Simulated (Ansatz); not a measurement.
Two isomers of C2H3BFNO: A = `FCB1N=CO1`, B = `N#CCB(O)F`.

Gas-phase electronic energies from Ansatz, PBE0-D4/def2-TZVP geometries. CCSD(T)/CBS is the MP2 limit (def2-TZVPP, def2-QZVPP) plus CCSD(T) − MP2 in def2-TZVPP, frozen cores. DFT in def2-TZVPP. B3LYP here is the variant with VWN-RPA as its local correlation; programs differ in this. Each species was taken in one conformer, which may not be the lowest.

Q: Which is lower in electronic energy at CCSD(T)/CBS, and by how much? (Best estimate.)

A: The calculation gave: B, by 353.3 kJ/mol.

Q: Give E(B) − E(A) in kJ/mol with r2SCAN-D4, PBE-D4, HF/def2-TZVPP, B3LYP, CCSD/def2-TZVPP, ωB97M-V, PBE0-D4. (Best estimate.)

A: Computed: r2SCAN-D4 -336.0, PBE-D4 -320.5, HF/def2-TZVPP -364.8, B3LYP -347.4, CCSD/def2-TZVPP -359.9, ωB97M-V -340.1, PBE0-D4 -325.2. None reverses the order clearly.

Largest T1 diagnostic: 0.014.

From PBE to PBE0 (25 % exact exchange), in def2-TZVPP and without D4, E(B) − E(A) moves by −4.6 kJ/mol.
